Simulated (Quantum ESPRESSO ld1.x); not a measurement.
Species: Ag27+. Configuration: [Ar] 3d2. All-electron calculation, scalar-relativistic Kohn-Sham, LDA (Slater exchange, Perdew-Zunger correlation), spin-unpolarised, spherical densities, point nucleus. Program: ld1.x of Quantum ESPRESSO 7.5.

Normalised radial functions P(r) = r R(r), r in bohr:

```
   r/bohr * 4p (the largest magnitude, 1.44, reaches the edge; | marks zero)
 0.001726                             *
 0.002194                             *
 0.002789                             *
 0.003545                             *
 0.004543                             *
 0.005775                             |*
 0.007342                             |*
 0.009333                             |*
  0.01187                             | *
  0.01508                             |  *
  0.01918                             |   *
  0.02438                             |    *
  0.03099                             |      *
  0.03939                             |        *
  0.05048                             |          *
  0.06417                             |           *
  0.08158                             |          *
   0.1037                             |       *
   0.1318                             |*
   0.1676                     *       |
   0.2131             *               |
   0.2709            *                |
   0.3443                     *       |
   0.4377                             |        *
   0.5565                             |                       *
   0.7131                             |                          *
   0.9065                             |                  *
    1.152                             |       *
    1.465                             | *
    1.862                             *
```

4p (empty): eigenvalue -793.40 eV, 2 radial nodes at r = 0.134, 0.388 bohr, <r> = 0.670 bohr, 90 % of the charge inside 0.953 bohr.
